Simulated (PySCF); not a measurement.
# Working out the ionisation energy of Se⁺

Se⁺ [Ar] 3d10 4s2 4p3 (4S) → Se²⁺ [Ar] 3d10 4s2 4p2 (3P). Calculation: PySCF 2.14, in x2c-QZVPPall; scalar relativity by spin-free X2C-1e. Frozen: [Ar] 3d10. Energies in hartree (1 hartree = 27.21139 eV):

```csv
part,Se⁺ (lower),Se²⁺ (upper)
UHF,-2427.833899,-2427.068146
CCSD correlation,-0.093846,-0.075445
(T),-0.002995,-0.001707
```

Q: What does Hartree-Fock give?

A: (-2427.068146) − (-2427.833899) = 0.765753 hartree = 20.837 eV.

Q: What do CCSD and CCSD(T) give?

A: The CCSD correlation energies differ by 0.018401 hartree = 0.501 eV and the triples by 0.001288 hartree = 0.035 eV, so CCSD gives 21.338 eV and CCSD(T) 21.373 eV.

A first-order spin-orbit estimate adds -0.297 eV to CCSD(T) (valence), giving 21.076 eV against 21.196 ± 0.01 eV (measured; NIST Atomic Spectra Database, ionization energies).

What remains against the reference includes basis incompleteness, the frozen core and higher excitations.
